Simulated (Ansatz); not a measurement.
Reactions of C3H5FS, SMILES `C=C(S)CF`.

Gas-phase electronic energies from Ansatz, PBE0-D4/def2-TZVP geometries. CCSD(T)/CBS adds triple-zeta CCSD(T) − MP2 to the extrapolated MP2 energy (def2 sets, frozen cores). This one scheme is used for every species. Elements past krypton have def2 core potentials. For I outer-core shells are correlated without core-valence functions, which leaves a few kJ/mol of doubt a bond. Each species was taken in one conformer, which may not be the lowest.

(1) Order these by ΔE at CCSD(T)/CBS, lowest first. (Estimate.)
A. `C=C(S)CF` + HI → `C=C(S)I` + fluoromethane
B. `C=C(S)CF` + `N=CO` → `N=COCF` + `C=CS`
C. `C=C(S)CF` + `NCS` → `NCSCF` + `C=CS`

Largest T1 diagnostic: 0.014, for `N=CO`.

Answers

(1) C (+13.9 kJ/mol), A (+25.0 kJ/mol), B (+57.4 kJ/mol).
